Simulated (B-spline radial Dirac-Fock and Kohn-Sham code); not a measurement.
## Kohn-Sham estimates against Dirac-Fock for the levels of Pd¹⁷⁺

System: Pd¹⁷⁺, [Ar] 3d10 4s1.

The density-functional columns are spherical, spin-unpolarised Dirac-Kohn-Sham results without Breit or QED terms: −ε is minus the orbital energy of the initial state and ΔSCF the difference of two total energies. The reference in the last column comes from multi-electron Dirac-Fock with separately optimised hole states, Breit and Lamb-shift corrections added in first order. All numbers are from a radial finite-basis atomic code, in eV; a selection of levels is shown. For the 1s level of heavy atoms much of the gap between ΔSCF and the reference is the Breit and QED part, -73.2 eV here; for other levels the error of the functional can be larger.

```tsv
level	LDA −ε	LDA ΔSCF	Dirac-Fock
1s	24570.9	24888.8	24822.2
2s	3961.5	4027.5	4071.5
2p1/2	3710.5	3789.5	3794.5
2p3/2	3550.9	3626.5	3636.9
3p1/2	954.7	983.8	999.8
3p3/2	926.1	954.5	970.8
3d3/2	750.5	781.0	779.8
3d5/2	744.7	775.0	774.2
4s	446.4	459.6	456.2
```

For the outermost level NIST gives 457.5 ± 0.15 eV (semi-empirical); the differences from it are LDA −ε -11.06, LDA ΔSCF +2.05, Dirac-Fock -1.28 eV.

Values without a named source are computed, but for edge energies of neutral atoms, which are taken from tables.
